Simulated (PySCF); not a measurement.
B(Me)(OH)(OSiMe3), SMILES CB(O)O[Si](C)(C)C at its GFN2-xTB optimised geometry (Å):

```
21

B     -1.3875    -1.6464    -2.4809
C     -2.2822    -0.4703    -3.1052
H     -3.0729    -0.1868    -2.4154
H     -2.7466    -0.7399    -4.0511
H     -1.6801     0.4192    -3.2717
O     -1.2429    -2.8520    -3.0854
H     -1.7067    -2.9659    -3.9133
O     -0.7414    -1.4826    -1.3254
Si    -0.2834    -0.6687     0.0000
C     -0.9901    -1.6195     1.4930
C      1.6222    -0.6687     0.0000
C     -0.9371     1.1277     0.0000
H     -0.6563    -1.1860     2.4304
H     -0.6738    -2.6583     1.4797
H     -2.0764    -1.6108     1.4958
H      2.0132    -1.6804    -0.0508
H      2.0156    -0.2086     0.9008
H      2.0230    -0.1226    -0.8493
H     -2.0230     1.1549    -0.0282
H     -0.5771     1.6804    -0.8635
H     -0.6215     1.6689     0.8865
```

Method: CAM-B3LYP/def2-SVP (PySCF 2.14.0).

Map of the Laplacian of the electron density (e/bohr⁵), clipped to [-1.50, 1.50] on the plane z = 0.8 Å:

```
|@@@@@@@@@@@@@@@@@@@@@@@@@@@@@@@|
|@@@@@@@@@@@@@@@@@@@@@@@@@@@@@@@|
|@@@@@@@@@@@@@@@@@@@@@@@@@@@@@@@|
|@@@@@@@@@@@@@@@@@@@@@@@@@@@@@@@|
|@@@@@@@@@@@@@@@@@@@@@@@@@@@@@@@|
|@@@@@@@@@@@@@@@@@@@@@@@@@@@@@@@|
|@@@@@@@@@@@@@@@@@@@@@@@@@@@@@@@|
|@@@@@@@@@@@@@@@@@@@@@@@@@@@@@@@|
|@@@@@@@@@@@@@@@@@@@@@@@@@@@@@@@|
|@@@@@@@@@@@@* %@@@@@@@@@@@@@@@@|
|@@@@@@@@@@@@= #@@@@@@@@@@@@@@@@|
|@@@@@@@@@@@@%%@@@@@@@@@@@@@@@@@|
|@@@@@@@@@@@@@@@@@@@@@@@@@@@@@@@|
|@@@@@@@@@@@@@@@@@@@@@@@@@@@@@@@|
|@@@@@@@@@@@@@@@@@@@@@@@@@@@@@@@|
|@@@@@@@@@@@@@@@@@@@@@**@@@@@@@@|
|@@@@@@@@@@@@@@@@@@@@%: %@@@@@@@|
|@@@@@@@@@@@@%@@@@@@@@##@@@@@@@@|
|@@@@@@@@@@@@%%@@@@@@@@@@@@@@@@@|
|@@@@@@@@@@@%##%@@@@@@@@@@@@@@@@|
|@@@@@@@@@@@@%#%@@@@@@@@@@@@@@@@|
|@@@@@@@@@@@@@@@@@@@@@@@@@@@@@@@|
|@@@@@@@@@@@@@@@@@@@@@@@@@@@@@@@|
|@@@@@@@@@@@@@@@@@@@@@@@@@@@@@@@|
|@@@@@@@@@@@@@@@@@@@@@@@@@@@@@@@|
|@@@@@@@@@@@@@@@@@@@@@@@@@@@@@@@|
|@@@@@@@@@@@@@@@@@@@@@@@@@@@@@@@|
|@@@@@@@@@@@@@@@@@@@@@@@@@@@@@@@|
|@@@@@@@@@@@@@@@@@@@@@@@@@@@@@@@|
|@@@@@@@@@@@@@@@@@@@@@@@@@@@@@@@|
|@@@@@@@@@@@@@@@@@@@@@@@@@@@@@@@|
```
Scale: ten equal steps from -1.50 (start of ' ') to 0.160 (end of '@'), in the order ' .:-=+*#%@'; x runs from -4.50 to 4.50, y from -4.50 (bottom) to 4.50 (top).
